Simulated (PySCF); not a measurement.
# Charge-transfer reorganisation: SMILES c1(F)cccc(C)p1, C₆H₆FP

Geometry:
| atom | x (Å) | y (Å) | z (Å) |
| --- | --- | --- | --- |
| C1 | -2.503 | -0.475 | -0.259 |
| C2 | -0.999 | -0.377 | -0.205 |
| C3 | -0.411 | 0.847 | 0.122 |
| C4 | 0.964 | 1.057 | 0.204 |
| C5 | 1.904 | 0.055 | -0.036 |
| C6 | 1.529 | -1.234 | -0.377 |
| F7 | 2.510 | -2.119 | -0.586 |
| P8 | -0.105 | -1.835 | -0.563 |
| H9 | -2.919 | 0.229 | -1.002 |
| H10 | -2.950 | -0.222 | 0.720 |
| H11 | -2.842 | -1.489 | -0.530 |
| H12 | -1.073 | 1.698 | 0.329 |
| H13 | 1.327 | 2.055 | 0.470 |
| H14 | 2.976 | 0.271 | 0.041 |

Method: PySCF, UKS PBE0/def2-SV(P) four-point reorganisation energy, gas phase. Geometry: PBE0/def2-SV(P).

(1) What is the inner reorganisation energy for hole transfer, with the ionisation energy?

Answers

(1) λ = 0.165 (surface of the oxidised species) + 0.168 (surface of the starting species) = 0.333 eV. The ionisation energy is 8.93 eV vertical and 8.76 eV adiabatic without zero-point energy; at the relaxed geometry of the oxidised species the two energies differ by 8.60 eV. Largest bond changes: C6–P8 1.751 → 1.829 Å, C6–F7 1.337 → 1.297 Å, P8–C2 1.748 → 1.781 Å, C3–C4 1.393 → 1.425 Å, C2–C3 1.397 → 1.380 Å. ⟨S²⟩ of the relaxed oxidised species 0.771.
